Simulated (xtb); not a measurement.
In(H)(Me)(Et) (C3H9In), SMILES [CH2](C)[InH][CH3]. All values are semi-empirical tight-binding results from xtb (GFN2-xTB unless named), good for trends rather than for accurate numbers. The structure is a stationary point at GFN2-xTB. The structure was generated by enumeration; whether it is a known compound was not checked. Other conformers were not sampled.

Optimised geometry:

```xyz
13

In     0.0482     0.4262    -0.1098
H      0.4678     1.0477    -1.7152
C      0.0424     1.7769     1.6719
H     -0.4877     1.2540     2.4694
H     -0.4508     2.7267     1.4729
H      1.0635     1.9723     1.9984
C     -0.4271    -1.7656     0.0956
C      0.0500    -2.5949    -1.0885
H     -1.5073    -1.8721     0.2297
H      0.0491    -2.0962     1.0237
H      1.1340    -2.5281    -1.1957
H     -0.4027    -2.2385    -2.0154
H     -0.2166    -3.6467    -0.9607
```

For metal compounds this method's bond lengths and energies can be far off.

```yaml
orbital_gap: 3.63 eV
zero_point_energy: 63.1 kcal/mol
G − E(el) at 298.15 K (modified RRHO): 41.9 kcal/mol
```

Computed atomic charges and the Wiberg bond orders between heavy atoms:
charges (e) In1 0.14, H2 -0.13, C3 -0.17, H4 0.06, H5 0.06, H6 0.05, C7 -0.12, C8 -0.09, H9 0.04, H10 0.04, H11 0.04, H12 0.05, H13 0.04. Bond orders In1–C3 0.81, In1–C7 0.74, C7–C8 1.02.
